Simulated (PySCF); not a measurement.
States of one metal complex from SC-NEVPT2 in the d shell, PySCF, above the ground state:

```json
{"2S+1": "5", "degeneracy": "1", "energy / cm⁻¹": "0", "f (electric dipole)": "–"}
{"2S+1": "5", "degeneracy": "1", "energy / cm⁻¹": "6032", "f (electric dipole)": "0"}
{"2S+1": "5", "degeneracy": "1", "energy / cm⁻¹": "8310", "f (electric dipole)": "0"}
{"2S+1": "5", "degeneracy": "2", "energy / cm⁻¹": "8671", "f (electric dipole)": "4.8e-05"}
{"2S+1": "3", "degeneracy": "1", "energy / cm⁻¹": "16655", "f (electric dipole)": "–"}
{"2S+1": "3", "degeneracy": "2", "energy / cm⁻¹": "16764", "f (electric dipole)": "–"}
{"2S+1": "3", "degeneracy": "1", "energy / cm⁻¹": "18321", "f (electric dipole)": "–"}
{"2S+1": "3", "degeneracy": "2", "energy / cm⁻¹": "19009", "f (electric dipole)": "–"}
{"2S+1": "3", "degeneracy": "1", "energy / cm⁻¹": "19500", "f (electric dipole)": "–"}
{"2S+1": "3", "degeneracy": "1", "energy / cm⁻¹": "20660", "f (electric dipole)": "–"}
{"2S+1": "3", "degeneracy": "1", "energy / cm⁻¹": "21597", "f (electric dipole)": "–"}
{"2S+1": "3", "degeneracy": "1", "energy / cm⁻¹": "22964", "f (electric dipole)": "–"}
```

**Question.** Which of these complexes, all computed at model or optimised geometries, gave the data?
A. Mn(OH)3 (d4, trigonal planar)
B. [FeF5]3- (d6, trigonal bipyramidal)
C. [CrBr5]3- (d4, square pyramidal)
D. [FeCl6]4- (d6, octahedral)

**Answer.** C. [CrBr5]3- (d4, square pyramidal) has 5B1, then 5A1 at 6032, 5B2 at 8310 cm⁻¹ (NEVPT2). The others: Mn(OH)3 (d4, trigonal planar) has 5A', then 5A' at 14918, 5A'' at 17685 cm⁻¹ (NEVPT2); [FeCl6]4- (d6, octahedral) has 5T2g, then 5Eg at 5205, 3T1g at 16579 cm⁻¹ (NEVPT2); [FeF5]3- (d6, trigonal bipyramidal) has 5A2, then 5B1 at 1416, 5A1 at 1898 cm⁻¹ (NEVPT2).

On [CrBr5]3-: The geometry is a model, and the complex may not exist in this form. NEVPT2 lifts 5B2 from 6578 to 8310 cm⁻¹; on the d shell alone such lifts tend to overshoot.
